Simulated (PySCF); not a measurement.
Dimer: CH4O (SMILES CO) (first 6 atoms) with H2 (SMILES [H][H]); geometry from B3LYP-D3(BJ)/def2-TZVP, rigid monomers moved along the line of their centres of mass till O2···H7 is 2.92 Å.
(charge 0, multiplicity 1):
```xyz
8

C      0.68555     0.34948    -0.35468
O     -0.66138     0.20278     0.07653
H      1.37289    -0.28148     0.21927
H      0.95633     1.39134    -0.19043
H      0.80218     0.12518    -1.42035
H     -0.93647    -0.70742    -0.07222
H     -0.22443    -0.27887     2.91977
H      0.04507    -0.51832     3.57304
```

Interaction energies are E(AB) − E(A) − E(B) at the monomers' geometry in the complex; basis-set methods are counterpoise corrected. Rows marked so take none.

Rows in 6-31G* carry no dispersion term and start afresh at each structure (6-31G* with six Cartesian d functions). MP2/6-31G* freezes PySCF's default core.

Run with PySCF for 6-31G* rows. Values without a source in brackets are computed.

Q: Predict the interaction energy from MP2/6-31G* (no counterpoise).

A: -1.0 kcal/mol

Q: What interaction energy does HF/6-31G* give?

A: -0.1 kcal/mol

Q: Give the interaction energy at the level BP86/6-31G* (no counterpoise).

A: -0.7 kcal/mol
